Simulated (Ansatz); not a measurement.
`O[SiH2][SiH2]F` + `CF` → `O[SiH2][SiH2]CF` + H–F  (formal exchange of groups at the Si–F bond)

Computed with Ansatz on PBE0-D4/def2-TZVP structures; ΔE is electronic, products minus reactants. CCSD(T)/CBS is the MP2 limit (def2-TZVPP, def2-QZVPP) plus CCSD(T) − MP2 in def2-TZVPP, frozen cores. This one scheme is used for every species. Functionals use def2-TZVPP. B3LYP here is the variant with VWN-RPA as its local correlation; programs differ in this. Each species was taken in one conformer, which may not be the lowest.

Q: Is it downhill or uphill in electronic energy at CCSD(T)/CBS, and by how much? (Best estimate.)

A: The calculation gave: Uphill: ΔE = +141.3 kJ/mol.

Q: What do these levels give: PBE-D4, B3LYP-D4, ωB97X-V, B2PLYP, B3LYP, HF/def2-TZVPP, SCS-MP2/def2-TZVPP, CCSD/def2-TZVPP, HF/def2-QZVPP, MP2/def2-QZVPP, MP2/CBS(def2), CCSD/CBS(def2)? (An estimate is asked.)

A: Ansatz gave: PBE-D4 127.4, B3LYP-D4 145.2, ωB97X-V 144.4, B2PLYP 150.8, B3LYP 152.7, HF/def2-TZVPP 173.4, SCS-MP2/def2-TZVPP 150.2, CCSD/def2-TZVPP 145.9, HF/def2-QZVPP 175.8, MP2/def2-QZVPP 144.1, MP2/CBS(def2) 143.2, CCSD/CBS(def2) 145.9 kJ/mol.

Largest T1 diagnostic among the species: 0.012.

From PBE to PBE0 (25 % exact exchange), in def2-TZVPP and without D4, ΔE moves by +4.8 kJ/mol. In def2-TZVPP, CCSD(T) changes the Hartree–Fock value by −32.0 kJ/mol (the triples alone add −4.6 kJ/mol) and MP2 by −30.1 kJ/mol. The D4 term adds −7.5 kJ/mol with B3LYP and −4.3 kJ/mol with PBE0; it sums over pairs of atoms, weighted by their polarisabilities, and B3LYP, whose exchange is more repulsive, gets the larger term.
